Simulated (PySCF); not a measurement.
Se(Me)(SMe) (C2H6SSe), SMILES C[Se]SC.

Coordinates come from a ωB97X-D3(BJ)/def2-SVP optimisation. One conformer was computed; it need not be the lowest.

Calculation: PBE/def2-TZVP in PySCF.

Isolated molecule, no solvent.

### Question
Estimate the frontier levels, gap, dipole moment and polarisability. (The exact figures need the calculation; the answer reports its results.)

### Answer

```json
{
  "highest_occupied_level": "-5.37 eV",
  "lowest_empty_level": "-1.62 eV",
  "orbital_gap": "3.76 eV",
  "dipole_moment": "1.91 D",
  "quadrupole, principal values (traceless, Buckingham form, about the centre of nuclear charge)": "-4.24, -1.44, 5.68 D·Å",
  "mean_static_polarisability": "73.4 bohr³ (10.87 Å³)",
  "polarisability_principal_values": "60.2, 65.4, 94.5 bohr³"
}
```
